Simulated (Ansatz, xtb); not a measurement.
# ClH3OSiTe: which of two conformers lies lower

Structure X is `O[Si@H](Cl)[TeH]`, a singlet and structure Y is `O[Si@@H](Cl)[TeH]`, a singlet. Both are isolated molecules in the gas phase, relaxed with PBE0-D3(BJ)/def2-SVP.

X (Å):

```yaml
atoms:
  - { symbol: Cl, position_ang: [-1.9315, 2.6886, 0.0982] }
  - { symbol: O, position_ang: [-0.6097, -0.0336, 0.7153] }
  - { symbol: Si, position_ang: [-1.5367, 0.7243, -0.4234] }
  - { symbol: Te, position_ang: [-3.7496, -0.3842, -0.5245] }
  - { symbol: H, position_ang: [-0.8206, 0.7639, -1.7273] }
  - { symbol: H, position_ang: [0.3244, 0.2020, 0.7385] }
  - { symbol: H, position_ang: [-3.0289, -1.8439, -0.8795] }
```

Y (Å):

```json
{"atom": "Cl", "x (Å)": "1.3318", "y (Å)": "-1.4498", "z (Å)": "0.5163"}
{"atom": "O", "x (Å)": "1.1764", "y (Å)": "1.5050", "z (Å)": "-0.3805"}
{"atom": "Si", "x (Å)": "0.2201", "y (Å)": "0.2008", "z (Å)": "-0.0535"}
{"atom": "Te", "x (Å)": "-1.2924", "y (Å)": "0.5890", "z (Å)": "1.8901"}
{"atom": "H", "x (Å)": "1.6085", "y (Å)": "1.9208", "z (Å)": "0.3736"}
{"atom": "H", "x (Å)": "-0.4788", "y (Å)": "-0.1065", "z (Å)": "-1.3204"}
{"atom": "H", "x (Å)": "-1.9567", "y (Å)": "1.9203", "z (Å)": "1.1386"}
```

**Question.** Estimate E(Y) − E(X) at the level CCSD(T)/def2-SVP + ΔMP2/def2-TZVPP.

**Answer.** Calculated at CCSD(T)/def2-SVP + ΔMP2/def2-TZVPP: E(Y) − E(X) = −0.074 eV, so structure Y lies lower.

Level by level:

```json
{"level": "PBE0-D3(BJ)/def2-SVP", "geometry": "PBE0-D3(BJ)/def2-SVP", "E(Y) − E(X) (eV)": "−0.095", "departure from the last row (eV)": "−0.021", "job, with rough time for the two": "optimisation, 3.6 min"}
{"level": "HF/def2-SVP", "geometry": "PBE0-D3(BJ)/def2-SVP", "E(Y) − E(X) (eV)": "−0.071", "departure from the last row (eV)": "+0.003", "job, with rough time for the two": "part of the CCSD(T) run"}
{"level": "MP2/def2-SVP", "geometry": "PBE0-D3(BJ)/def2-SVP", "E(Y) − E(X) (eV)": "−0.088", "departure from the last row (eV)": "−0.014", "job, with rough time for the two": "part of the CCSD(T) run"}
{"level": "CCSD(T)/def2-SVP", "geometry": "PBE0-D3(BJ)/def2-SVP", "E(Y) − E(X) (eV)": "−0.084", "departure from the last row (eV)": "−0.010", "job, with rough time for the two": "single point"}
{"level": "CCSD(T)/def2-SVP + ΔMP2/def2-TZVPP", "geometry": "PBE0-D3(BJ)/def2-SVP", "E(Y) − E(X) (eV)": "−0.074", "departure from the last row (eV)": "", "job, with rough time for the two": "single point, 1.7 min"}
```

None of the levels shown reverses the order. The largest departure from CCSD(T)/def2-SVP + ΔMP2/def2-TZVPP is that of PBE0-D3(BJ)/def2-SVP, 0.021 eV. Levels run at GFN2-xTB geometries aren't shown. The last row adds to CCSD(T) the change of the MP2 difference between the two basis sets, here +0.010 eV.

With harmonic frequencies from PBE0-D3(BJ)/def2-SVP (ideal gas, rigid rotor, one conformer each, 1000 K, 1 atm): on the last row, ΔE + ΔZPE = −0.061, ΔH = −0.069, ΔG = −0.016 eV. In free energy the two are nearly level.

The correlated steps freeze 15 core orbitals; the filled d shell of Te is correlated, in a basis made for valence electrons. Atoms past krypton carry core potentials in the def2 sets and no spin–orbit term is included. Run with Ansatz 0.2.0; the last row on 1 thread of Intel(R) Xeon(R) Processor @ 2.50GHz (Skylake/Cascade Lake) on a shared host.
